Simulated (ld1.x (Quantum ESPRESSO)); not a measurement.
**Au (Z = 79): one change to a TM semilocal potential, before and after**

Au, norm-conserving Troullier–Martins (semilocal form), made with ld1.x (Quantum ESPRESSO) 7.5 (LDA (PZ), non-relativistic). Core [Kr] 4d10 4f14, reference 5s2 5p6 5d10 6s0.5 6p0 (charge +0.5). Waves: 5s (bound): rc 1.15 bohr; 5d (bound): rc 2.15 bohr; 5p (bound): rc 1.60 bohr. Local part: the p channel. Core correction: none.

Occupied shells without a wave of their own: 6s. They enter only through the test configuration that unscreens the potential.

Change: core correction a·sin(br)/r model core inside 0.70 bohr (6s counted twice).

Cutoffs: the cutoffs (Ry, on a coarse ladder) from which the occupation-weighted sum of valence levels, in a spherical-Bessel basis at the reference potential, stays within 10 and 1 mRy of its value at 400 Ry; they do not see the model core or the augmentation charge, which bear on the density cutoff. Errors are all-electron minus pseudo energies relative to the spin-unpolarised reference configuration.

Q: Predict the effect on cutoff, ghosts and configuration errors.

A: The potential gets neither clearly harder nor softer (110 Ry and 200 Ry → 110 Ry and 200 Ry); of the 9 tests that both files solve, the error grows in 3 and shrinks in 5 by more than 15 % and 0.3 meV (median size 67.5 → 76.0 meV); neither file shows a bound ghost. A semilocal file is local in each channel, so a ghost entry of none says nothing of the separable form that plane-wave codes build from it. In the changed file ld1.x takes every shell without a wave as core, so the model core holds the 6s electrons as well and exchange and correlation see them twice. This cancels in the reference configuration, but the file is broken for other ones, and its errors say nothing about a proper core correction. A model core, the more so a compact one, raises the density cutoff, which this test does not measure.

```csv
quantity,base,changed
"cutoff, loose",110 Ry,110 Ry
"cutoff, tight",200 Ry,200 Ry
bound ghosts,none,none
"largest miss of a reference level, eV",0.12,0.12
"error for 5s2 5p6 5d10 6s1 6p0, meV [ΔE -2.99 eV]",+50,+31
"error for 5s2 5p6 5d10 6s0 6p0, meV [ΔE 4.62 eV]",-67,-93
"error for 5s2 5p6 5d9 6s0 6p0, meV [ΔE 26.76 eV]",-101,-192
"error for 5s2 5p6 5d10 6s0 6p1, meV [ΔE 0.60 eV]",+52,+1.7
"error for 5s2 5p6 5d9 6s1 6p1, meV [ΔE 5.89 eV]",+231,+148
"error for 5s2 5p6 5d9 6s2 6p0, meV [ΔE 1.79 eV]",+194,+139
"error for 5s1 5p6 5d10 6s1 6p0, meV [ΔE 88.40 eV]",+89,+76
"error for 5s2 5p6 5d10 6s0.5 6p0 (spin-polarised), meV [ΔE -0.04 eV]",-0.3,-5.0
"error for 5s2 5p6 5d10 6s1 6p0 (spin-polarised), meV [ΔE -3.13 eV]",+50,+17
s: phases at 2.34 bohr within 0.05 rad from the reference energy up to (Ry; the scan ends near 5),-0.5,-0.5
p: phases at 2.34 bohr within 0.05 rad from the reference energy up to (Ry; the scan ends near 5),-0.2,-0.2
d: phases at 2.34 bohr within 0.05 rad from the reference energy up to (Ry; the scan ends near 5),to the end of the scan,to the end of the scan
```

Base: The 6s level has no wave, so the channel is fitted at the deeper level alone: the likely source of the large errors.
